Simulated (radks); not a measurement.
Q: These are the eigenvalues of the occupied orbitals of an atom or ion with whole-number occupations (eV). All-electron calculation, scalar-relativistic Kohn-Sham, PBEsol, spin-unpolarised, spherical densities, finite nucleus; Fermi nuclear charge, rms radius of each element as measured or else 0.836 A^(1/3) + 0.57 fm. Program: a radial shooting solver on a logarithmic mesh with Libxc functionals.

orbital  eigenvalue
1s        -4682.557
2s        -980.1948
2p        -928.1992

Which element is it, and in what charge state? The configuration may be excited.

A: Z = 20, calcium, charge +15: Ca15+ in [He] 2s2 2p1. The list shows which subshells hold electrons but not how many an open one holds; the 1s level, -172.08 hartree, gives Z - s = 18.6 by -(Z - s)^2/2, which with screening and relativity narrows Z to a few neighbours, and the depths of the outer levels then fix element, charge and occupations together.
